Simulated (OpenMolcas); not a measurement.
# Al+: effect of the basis set

| Item | Value |
| --- | --- |
| Program | OpenMolcas 26.06 |
| Method | SS-CASPT2, IPEA 0.25 Eh, imaginary shift 0.1 Eh (closed shells correlated: 2s 2p) |
| Active space | 2 electrons in 4 orbitals (3s 3p) |
| State averaging | 2S+1 = 3 even, 3 roots; 2S+1 = 1 even, 7 roots; 2S+1 = 3 odd, 3 roots; 2S+1 = 1 odd, 3 roots |
| Spin-orbit coupling | RASSI with atomic mean-field integrals over the reference wave functions, term energies averaged over their components |

A. ANO-R1 [4s3p1d], X2C, finite nucleus; CASPT2 step roughly 1.6 core-seconds
B. ANO-RCC-VTZP [5s4p2d1f], DKH2, point nucleus; CASPT2 step roughly 1.4 core-seconds
C. ANO-L-VTZP [5s4p2d1f], non-relativistic, point nucleus; CASPT2 step roughly 2.1 core-seconds
D. ANO-R2 [5s5p3d1f], X2C, finite nucleus; CASPT2 step roughly 2.3 core-seconds
E. ANO-RCC-VQZP [6s5p3d2f1g], DKH2, point nucleus; CASPT2 step of the order of 1.7 core-seconds
F. ANO-R3 [6s5p4d2f1g], X2C, finite nucleus; CASPT2 step about 2.5 core-seconds

Energies in cm-1 above 3s2 1S0, the measured ground level; measured values from NIST Handbook of Basic Atomic Spectroscopic Data.

```json
{"Level": "3s2 1S0", "A": "0.0", "B": "0.0", "C": "0.0", "D": "0.0", "E": "0.0", "F": "0.0", "Measured": "0.0"}
{"Level": "3s 3p 3P* 0", "A": "38420", "B": "36816", "C": "36201", "D": "36903", "E": "36977", "F": "37151", "Measured": "37393"}
{"Level": "3s 3p 3P* 1", "A": "38470", "B": "36867", "C": "36250", "D": "36955", "E": "37028", "F": "37203", "Measured": "37454"}
{"Level": "3s 3p 3P* 2", "A": "38572", "B": "36969", "C": "36348", "D": "37059", "E": "37130", "F": "37307", "Measured": "37578"}
{"Level": "3s 3p 1P* 1", "A": "65752", "B": "61669", "C": "61650", "D": "61591", "E": "61347", "F": "61470", "Measured": "59852"}
{"Level": "3p2 3P0", "A": "97280", "B": "93881", "C": "92900", "D": "93690", "E": "94042", "F": "94304", "Measured": "94085"}
{"Level": "3p2 3P1", "A": "97332", "B": "93932", "C": "92948", "D": "93741", "E": "94092", "F": "94356", "Measured": "94147"}
{"Level": "3p2 3P2 [51 %]", "A": "97431", "B": "94019", "C": "93030", "D": "93834", "E": "94124", "F": "94430", "Measured": ""}
{"Level": "3p2 1D2 [51 %]", "A": "104062", "B": "94453", "C": "93436", "D": "94504", "E": "94262", "F": "94641", "Measured": ""}
{"Level": "3p2 1S0", "A": "120138", "B": "112422", "C": "111866", "D": "111947", "E": "111536", "F": "111736", "Measured": "111637"}
```

Deviations, from unrounded energies. A percentage is the sum of absolute deviations over the sum of measured energies, with the sign that they share, or ± where signs differ.

```tsv
Against measurement	Levels	A	B	C	D	E	F
mean absolute deviation (cm-1)	7	3400	680	1100	620	430	420
other configurations (%)	7	+5.0	±1.0	±1.7	±0.9	±0.6	±0.6
```

E, F lie about equally close to measurement and A furthest from it. The largest miss of F in the table is 3s 3p 1P* 1, by +1600 cm-1. The ranking rests on the paired levels alone, and a cruder setting can come out closer through cancelling errors.

Among A to F the level of the table that moves most is 3p2 1D2 [51 %], by 11000 cm-1 (lowest in C, highest in A).

Over all roots computed the reference weight is 0.92 to 0.98 in B, 0.92 to 0.99 in C, 0.92 to 0.98 in D, 0.91 to 0.98 in E, 0.91 to 0.98 in F; the roots of lowest weight are the least certain, and an intruder state may touch them. The ¹D term of p² mixes with s d, which this space lacks. Some levels mix across a computed gap that differs much from the measured one, so their mixing is not that of the real levels (holds for F). Computed and measured levels are paired by configuration, term and J; levels that our copy of the source lacks, or whose pairing is in doubt (as where it misses far off the trend of its configuration), stay unpaired and out of the deviations. Only configurations of the active space appear.

A share in square brackets marks a mixed level and gives the weight of the term that names it, the lowest over the columns. * marks odd parity.
